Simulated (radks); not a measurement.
Task: All-electron atom: K- in [Ar] 4s2. All-electron calculation, scalar-relativistic Kohn-Sham, r2SCAN, spin-polarised, spherical densities, finite nucleus; meta-GGA in the generalised Kohn-Sham scheme; Fermi nuclear charge, rms radius 3.4349 fm; Watson sphere of charge +1 and radius 2.8 bohr. Program: a radial shooting solver on a logarithmic mesh with Libxc functionals. Some entries of the table are withheld. Estimate them.

orbital,occ.,eigenvalue (Ry),<r^2> (bohr^2),<r> (bohr)
1s,2,-260.2279,0.008842,0.08106
2s,2,-26.54847,(1),0.3863
2p,6,-20.99292,0.1519,0.3501
3s,2,-2.84420,1.879,(2)
3p,6,-1.57545,2.472,1.442
4s,2,-0.26573,21.52,4.350

Result: 
(1) 2s <r^2> (bohr^2): 0.1769
(2) 3s <r> (bohr): 1.274
